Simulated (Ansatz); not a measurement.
CH2BFS (`FC1BS1`). Total charge 0; spin multiplicity 1. The geometry is a stationary point of PBE0-D4/def2-TZVP.

```xyz
6

F     1.323    0.596   -0.939
C     0.612   -0.083    0.005
B    -0.916   -0.135   -0.089
S    -0.386    0.962    1.151
H     1.251   -0.803    0.507
H    -1.884   -0.537   -0.634
```

(1) What is the dipole moment at PBE/def2-TZVPP? (Estimate.)

(2) And with r2SCAN, B3LYP, ωB97M-V? (Best estimate.)

(3) Give the Mulliken charges with PBE, r2SCAN, B3LYP in def2-TZVPP. (Best estimate.)

Answers

(1) Ansatz gave: 1.23 D, with components (-0.35, -0.94, 0.71) D in this frame, pointing from negative to positive charge.

(2) The calculation gave: r2SCAN 1.32 D, B3LYP 1.39 D, ωB97M-V 1.40 D.

(3) The calculation gave: 
```
atom    PBE  r2SCAN  B3LYP
  F1  -0.16   -0.20  -0.21
  C2   0.11    0.18   0.13
  B3  -0.02   -0.03  -0.01
  S4  -0.09   -0.08  -0.10
  H5   0.12    0.09   0.13
  H6   0.05    0.05   0.07
```

B3LYP here is the variant with VWN-RPA as its local correlation; programs differ in this.
